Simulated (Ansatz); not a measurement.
CH$_{6}$SSi$_{2}$ (`S[SiH]1C[SiH2]1`), relaxed with RKS PBE0-D4/def2-TZVP in Ansatz 0.2.0 from a PBE-D4/def2-SVP geometry. The force threshold is 0.005 eV/Å; the program also tests the step.

Charge 0, multiplicity 1.

Start:

```xyz
10

S    -2.583    0.267    0.206
Si   -0.521    0.834   -0.043
C     0.672   -0.496   -0.732
Si    1.005   -0.339    1.157
H    -2.901    0.340   -1.121
H    -0.291    2.237   -0.526
H     1.473   -0.140   -1.409
H     0.232   -1.444   -1.091
H     0.582   -1.500    2.006
H     2.330    0.241    1.553
```

Question: By how much does the energy fall, and how many steps does the optimiser take? (An estimate is asked.)

Answer: The calculation gave: 4.35 kJ/mol, in 8 steps.

Question: Which bonds change most? (Best estimate.)

Answer: The calculation gave: S1–Si2 from 2.153 to 2.126 Å; Si2–Si4 from 2.269 to 2.244 Å; C3–Si4 from 1.925 to 1.901 Å; Si2–C3 from 1.915 to 1.892 Å.

Question: Give the relaxed structure. (An estimate is asked.)

Answer: The calculation gave: 
```xyz
10

S    -2.569    0.264    0.174
Si   -0.524    0.810   -0.028
C     0.662   -0.495   -0.716
Si    1.004   -0.337    1.147
H    -2.866    0.384   -1.133
H    -0.302    2.193   -0.511
H     1.439   -0.145   -1.394
H     0.227   -1.433   -1.055
H     0.621   -1.496    1.986
H     2.307    0.256    1.531
```
